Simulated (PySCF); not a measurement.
Electron correlation in La⁺ (lanthanum, charge +1)

[Xe] 5d2, high-spin 3F determinant. Calculation: PySCF 2.14, in x2c-TZVPPall (11s7p7d3f1g, 97 functions); the spin-free X2C one-electron Hamiltonian (Gaussian nucleus). Frozen: [Kr] 4d10; 10 electrons correlated.

MP2 pair energies summed by pair of shells (mhartree):

```
 pair  energy  share (%)
5p-5p  -86.80       49.9
5p-5d  -48.40       27.8
5s-5p  -25.30       14.6
5s-5s   -5.00        2.9
5s-5d   -4.77        2.7
5d-5d   -3.52        2.0
```

Total MP2 correlation energy: -173.79 mhartree.

Same-spin part -49.07 and opposite-spin part -124.72 mhartree; SCS-MP2 scales them by 1/3 and 6/5 to -166.02 mhartree.
